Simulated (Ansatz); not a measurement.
**Active spaces for PtF6 (charge -2), triplet**

Calculated in Ansatz's Gaussian-basis code. Basis cc-pwCVTZ-PP on Pt, cc-pVTZ on F, scalar-relativistic core potentials (60 electrons on Pt), no spin–orbit coupling, 6 orbitals frozen in the corrections, fitted integrals. State-specific CASSCF; RHF is the lowest restricted (open-shell) Hartree–Fock solution met. Solutions may break the symmetry of the shape. Lower solutions, or ones in other orbitals, may exist.

Geometry:

```xyz
7

Pt    0.0000    0.0000    0.0000
F     1.9200    0.0000    0.0000
F    -1.9200    0.0000    0.0000
F     0.0000    1.9200    0.0000
F     0.0000   -1.9200    0.0000
F     0.0000    0.0000    1.9200
F     0.0000    0.0000   -1.9200
```

Task: What do CASSCF and its corrections give against RHF in CAS(6,5), and what are the occupations?

Result: CASSCF -0.631 eV, SC-NEVPT2 -61.582 eV; occupations 2.00, 1.97, 1.00, 1.00, 0.03.

Task: Roughly how much CPU time does a whole run from the default start take (median of such runs, summed over threads; nearly all runs on one pinned thread of a shared server, mostly Xeon at 2.3 to 2.6 GHz, by a development driver)?

Result: CAS(6,5): about 3.7 min. Other jobs ran beside these, and the count of passes differs.
